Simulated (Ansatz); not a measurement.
Geometry optimisation, RHF/def2-SVP (Ansatz 0.2.0).

Input:

```yaml
crystal:
  periodic: [false, false, false]
  atoms:
    - { symbol: Ga, position_ang: [0.0, 0.0, 0.0] }
    - { symbol: O, position_ang: [0.0, 0.0, 2.14] }
    - { symbol: H, position_ang: [-0.9095, -0.2814, 2.4771] }
    - { symbol: Cl, position_ang: [1.9398, 0.0, -1.12] }
    - { symbol: H, position_ang: [-1.3596, 0.0, -0.785] }
    - { symbol: F, position_ang: [0.4265, 1.8494, 0.6306] }
    - { symbol: H, position_ang: [0.2831, 1.2277, 1.7126] }
basis:
  gaussian: { orbitals: def2-SVP }
hamiltonian:
  xc: hf
relax:
  f_tol: 0.15
  max_steps: 25
  restrain:
    - { distance: [0, 5], at: 1.7, k: 30.0 }
    - { distance: [6, 1], at: 1.01, k: 30.0 }
    - { distance: [0, 1], at: 2.99, k: 30.0 }
    - { distance: [6, 5], at: 2.12, k: 30.0 }
```

Launched with:

```bash
$ ansatz run input.yaml --threads 1 --pin off --max-ram 2048MiB --backend cpu --events-out ev --progress --plain --runs-dir out
```

Problem. Where does it end, and by what steps?

Solution. The run converged. The restraints hold the end off the free minimum. After 9 steps the energy has fallen by 1.712 eV (the restraints' own energy left out); Ga1 moved furthest, 0.74 Å. Parted: Ga1–O2 (2.14 → 2.98 Å). Joined: O2–H7 (1.33 → 0.97 Å).

```csv
step,energy less start (eV),largest force component (eV/Å),accepted
0,0.0000,2.722,yes
1,-0.1924,3.748,yes
2,-0.9330,2.148,yes
3,-1.3559,0.845,yes
4,-1.5633,1.724,yes
5,-1.5910,2.040,yes
6,-1.7009,1.272,yes
7,-1.7042,1.202,yes
8,-1.6964,1.418,no
9,-1.7119,1.226,yes
```

```xyz
7
Properties=species:S:1:pos:R:3
Ga 0.109 0.467 -0.564
O -0.001 -0.029 2.368
H -0.820 -0.121 2.832
Cl 2.007 -0.261 -1.241
H -1.267 -0.091 -0.993
F 0.215 1.904 0.385
H 0.138 0.927 2.269
```

Time of the run: 22 s on 1 thread of Arm Neoverse V2, on a shared host, peak memory 0.19 GiB.
